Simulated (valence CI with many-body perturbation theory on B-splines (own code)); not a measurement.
# Bi61+: what the settings do

Computed by valence CI with perturbative core correlation (CI+MBPT): four valence electrons over a frozen Dirac-Fock core [Ar], a basis of 6 s, 6 p, 5 d, 5 f, 1 g functions for each j, with the one-electron correlation potential Σ1 (screened to all orders), the two-electron term Σ2, the three-electron term Σ3, Breit, model QED; selected single and double excitations, second order for the rest, scaled by the run's own slope (own B-spline code, finite nucleus).

The last digits are not significant, and no measured levels were compared; by estimate large intervals hold to a few tenths of a per cent, small ones and those within an open d or f shell to about a per cent. The list stops below the first excitations out of the core. Only levels of the ground parity were solved; by the run's estimate the other parity begins above the list, which can be wrong where configurations are misplaced.

The reference run has the lowest level (3d3/2^4) J=0 and an ionisation energy of 6648.09 eV. Its largest variational space holds 7833 state functions.

Levels are named by their leading jj configuration (3d3/2^4 stands for four electrons in 3d with j = 3/2), which in mixed levels can hold well under half, so a name can repeat and another be missing. Letters in brackets count levels of one name in rising energy.

Changed runs:
A. Breit term on → off; averaging of valence orbitals over low configurations on → off
B. three-electron term on → off; selection threshold (hartree) 2e-08 → 2e-07
C. averaging of valence orbitals over low configurations on → off
D. scale of Σ1 1 → 2 (bad on purpose)

Excitation energies of the reference run in cm⁻¹, and shifts in cm⁻¹:

| Level | Reference | A | B | C | D |
| --- | --- | --- | --- | --- | --- |
| (3d3/2^3 3d5/2) J=1 | 929701 | +22313 | -1293 | +74 | +2867 |
| (3d3/2^3 3d5/2) J=4 | 1036020 | +42201 | +120 | +37 | +2891 |
| (3d3/2^3 3d5/2) J=2 | 1076750 | +31035 | -1500 | +15 | +2955 |
| (3d3/2^3 3d5/2) J=3 | 1105630 | +32292 | -595 | +8.6 | +2952 |
| (3d3/2^2 3d5/2^2) J=2 [a] | 1937210 | +45891 | -2075 | +94 | +5721 |
| (3d3/2^2 3d5/2^2) J=0 | 1940100 | +41201 | +8.8 | +96 | +5762 |
| (3d3/2^2 3d5/2^2) J=4 [a] | 1963290 | +60915 | -1120 | +104 | +5761 |
| (3d3/2^2 3d5/2^2) J=3 [a] | 1984630 | +53083 | -1202 | +96 | +5779 |
| (3d3/2^2 3d5/2^2) J=5 | 2011440 | +70762 | -776 | +91 | +5759 |
| (3d3/2^2 3d5/2^2) J=6 | 2035110 | +83799 | -357 | +87 | +5761 |
| (3d3/2^2 3d5/2^2) J=1 | 2071760 | +48921 | -1510 | +44 | +5830 |
| (3d3/2^2 3d5/2^2) J=3 [b] | 2090500 | +58125 | -829 | +36 | +5790 |
| Ionisation energy (eV) | 6648.09 | +7.64 | -0.19 | +0.023 | +2.68 |
